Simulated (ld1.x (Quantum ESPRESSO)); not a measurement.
# An all-electron radial function and its pseudo partner (nitrogen (N))

Columns: radius, all-electron u(r) and pseudo u(r) of the 2p shell (level -7.06 eV) of nitrogen in the configuration [He] 2s2 2p3; BLYP, scalar-relativistic, ultrasoft scheme, ld1.x (Quantum ESPRESSO) 7.5.

| r (bohr) | all-electron | pseudo |
| --- | --- | --- |
| 0.100 | 0.0734 | 0.0107 |
| 0.200 | 0.2154 | 0.0419 |
| 0.300 | 0.3636 | 0.0914 |
| 0.400 | 0.4935 | 0.1560 |
| 0.500 | 0.5974 | 0.2311 |
| 0.600 | 0.6751 | 0.3118 |
| 0.700 | 0.7289 | 0.3930 |
| 0.800 | 0.7619 | 0.4698 |
| 0.900 | 0.7774 | 0.5380 |
| 1.000 | 0.7791 | 0.5942 |
| 1.100 | 0.7703 | 0.6363 |
| 1.200 | 0.7537 | 0.6633 |
| 1.300 | 0.7315 | 0.6755 |
| 1.400 | 0.7053 | 0.6743 |
| 1.500 | 0.6767 | 0.6619 |
| 1.600 | 0.6465 | 0.6409 |
| 1.700 | 0.6156 | 0.6142 |
| 1.800 | 0.5847 | 0.5846 |
| 1.900 | 0.5540 | 0.5540 |
| 2.000 | 0.5239 | 0.5239 |
| 2.100 | 0.4947 | 0.4947 |
| 2.200 | 0.4666 | 0.4666 |
| 2.300 | 0.4395 | 0.4395 |
| 2.400 | 0.4136 | 0.4136 |
| 2.500 | 0.3889 | 0.3889 |
| 2.600 | 0.3654 | 0.3654 |

Task: How many radial nodes do the two functions have?

Result: The all-electron 2p function has n − l − 1 = 0; the pseudo-wave has 0.

Task: At about which radius was the pseudo-wave matched?

Result: 2.00 bohr. The columns agree to 0.0005 from 1.80 bohr on; several derivatives are matched, so the curves merge somewhat inside the radius.

Task: Is the pseudo-wave norm-conserving?

Result: No, it belongs to an ultrasoft set: the norm inside the radius is not constrained, and the difference is carried by the augmentation charge.
